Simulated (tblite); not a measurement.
Start geometry of `CO[SiH2]O/C=C\[SiH2]N` from a force field or distance geometry (Å):
```
atom  x, y, z in Å
C1     3.4878    0.6358   -0.0507
O2     2.1898    0.5538   -0.6300
Si3    1.7887   -1.1332   -0.5498
O4     0.1056   -1.2172   -0.0654
C5    -0.2707   -0.2179    0.8535
C6    -1.4949    0.2427    0.9405
Si7   -2.9014   -0.3485   -0.0832
N8    -3.9720    1.0785   -0.2836
H9     3.4630    0.2165    0.9807
H10    4.1469    0.0752   -0.7378
H11    3.7735    1.7072    0.0505
H12    2.5849   -1.6932    0.5464
H13    2.0339   -1.7244   -1.8398
H14    0.5118    0.2008    1.4970
H15   -1.7177    1.0344    1.6656
H16   -3.5745   -1.4260    0.6870
H17   -2.3856   -0.8418   -1.3706
H18   -3.3289    1.8924   -0.4077
H19   -4.4501    0.9745   -1.2101
```

What comes out of this run: GFN2-xTB geometry optimisation, gas phase in tblite?

```
atom  x, y, z in Å
C1     4.0789    0.3032   -0.2384
O2     2.6962    0.2830   -0.0562
Si3    1.6836   -0.9834   -0.1169
O4     0.1869   -0.4046    0.0527
C5    -0.4245    0.3293    1.0083
C6    -1.7177    0.6011    0.9202
Si7   -2.6992   -0.0537   -0.5371
N8    -4.3403    0.3403   -0.1607
H9     4.5793   -0.3311    0.4973
H10    4.3418   -0.0521   -1.2375
H11    4.4200    1.3321   -0.1201
H12    2.0322   -1.9326    0.9453
H13    1.5970   -1.5909   -1.4354
H14    0.2125    0.6675    1.8194
H15   -2.1724    1.1849    1.7043
H16   -2.6773   -1.5150   -0.6334
H17   -2.1887    0.5354   -1.7889
H18   -4.5570    1.2709    0.1578
H19   -5.0613    0.0249   -0.7881
```

The energy falls by 1.310 eV over 255 L-BFGS steps, the largest force on an atom goes from 2.80 to 0.010 eV/Å, and the atoms move by 0.920 Å rms after alignment. The bond that changes most is Si3–O4 (oxygen-bound silicon to silyl ether oxygen), which shortens by 0.140 Å. Bonds longer at the end by more than 0.005 Å: 3 of 18; shorter: 13. Among the angles that change most is C1–O2–Si3, from 104.3° to 128.7°. Among the dihedrals that turn most is C1–O2–Si3–O4, from 138° to -176°. Rotational constants go from 3509, 531.3, 503.1 to 5251, 474.9, 460.7 MHz. The orientation of the end geometry is arbitrary; only internal coordinates are fixed.

On one thread, Arm Neoverse N1 (aarch64), no GPU (shared host), this took 3.7 s.

Its lowest GFN2-xTB frequency is 10i cm⁻¹, too small to tell a flat minimum from a shallow saddle. One conformer, not necessarily the lowest.

These are computed values.
